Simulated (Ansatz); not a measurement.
CH8O2Si2 (`O[SiH2]C[SiH2]O`) at its PBE0-D4/def2-TZVP geometry, where that method's forces vanish. Charge 0, multiplicity 1.

```xyz
13

O    -1.8609   -0.0615   -0.2112
Si   -0.7941    1.2133   -0.3190
C     0.7588    0.6353    0.5098
Si    1.2285   -1.1229    0.0569
O     0.0207   -2.1590    0.4643
H    -2.7424    0.0587   -0.5664
H    -0.5422    1.5417   -1.7493
H    -1.3894    2.4142    0.3306
H     0.6412    0.6992    1.5967
H     1.5759    1.3090    0.2259
H     2.4379   -1.5638    0.7953
H     1.5243   -1.1538   -1.4049
H    -0.8581   -1.8103    0.2711
```

Task: What forces (eV/Å) does PBE-D4/def2-TZVPP give on these atoms in the Gaussian-basis code of Ansatz? (Best estimate.)

Result: Ansatz gave: 
```
O1   0.085 -0.437  0.205
Si2  0.157  0.268 -0.060
C3   0.003  0.004 -0.001
Si4  0.232  0.172 -0.118
O5   0.038 -0.513  0.235
H6  -0.413  0.048 -0.162
H7   0.044  0.046 -0.158
H8  -0.059  0.144  0.076
H9  -0.010  0.021  0.201
H10  0.148  0.134 -0.046
H11  0.131 -0.057  0.085
H12  0.051  0.008 -0.165
H13 -0.408  0.161 -0.091
```
